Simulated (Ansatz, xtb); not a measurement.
**Relative energy of two isomers of C4H2F3NO**

Structure X: `FC(F)(F)c1cnco1`, a singlet. Structure Y: `FC(F)(F)c1cocn1`, a singlet. Both are isolated molecules in the gas phase, relaxed with B3LYP/def2-SVP.

Quicker runs give these differences E(Y) − E(X): GFN2-xTB −2.37 kcal/mol; HF/STO-3G −1.43 kcal/mol (at GFN2-xTB geometries); r2SCAN-D4/def2-SVP −1.72 kcal/mol (at GFN2-xTB geometries).

Estimate E(Y) − E(X) at the level CCSD(T)/def2-SVP + ΔMP2/def2-TZVPP.

Calculated at CCSD(T)/def2-SVP + ΔMP2/def2-TZVPP: E(Y) − E(X) = −1.73 kcal/mol, so structure Y lies lower.

Level by level:

| level | geometry | E(Y) − E(X) (kcal/mol) | departure from the last row (kcal/mol) | job, with rough time for the two |
| --- | --- | --- | --- | --- |
| GFN2-xTB | GFN2-xTB | −2.37 | −0.64 | optimisation, 0.13 s |
| HF/STO-3G | GFN2-xTB | −1.43 | +0.30 | single point, 0.4 s |
| r2SCAN-D4/def2-SVP | GFN2-xTB | −1.72 | +0.01 | single point, 4.3 s |
| B3LYP/def2-SVP | B3LYP/def2-SVP | −1.74 | −0.01 | optimisation, 36 s |
| HF/def2-SVP | B3LYP/def2-SVP | −2.13 | −0.41 | part of the CCSD(T) run |
| MP2/def2-SVP | B3LYP/def2-SVP | −2.29 | −0.56 | part of the CCSD(T) run |
| CCSD(T)/def2-SVP | B3LYP/def2-SVP | −2.05 | −0.32 | single point |
| CCSD(T)/def2-SVP + ΔMP2/def2-TZVPP | B3LYP/def2-SVP | −1.73 |  | single point, 99 s |

As drawn, both hold the same kinds of bond in the same numbers.

None of the levels shown reverses the order. The largest departure from CCSD(T)/def2-SVP + ΔMP2/def2-TZVPP is that of GFN2-xTB, 0.64 kcal/mol. The last row adds to CCSD(T) the change of the MP2 difference between the two basis sets, here +0.32 kcal/mol.

With thermal terms from frequencies at re-optimised GFN2-xTB minima (ideal gas, soft modes damped towards free rotors, one conformer each, 298.15 K, 1 atm): the zero-point term adds +0.01 kcal/mol; ΔH is −1.74 and ΔG −1.69 kcal/mol.

The correlated steps freeze 9 core orbitals. Run with Ansatz 0.2.0, xtb 6.7.1; the last row on 4 threads of Arm Neoverse V1 on a shared host.
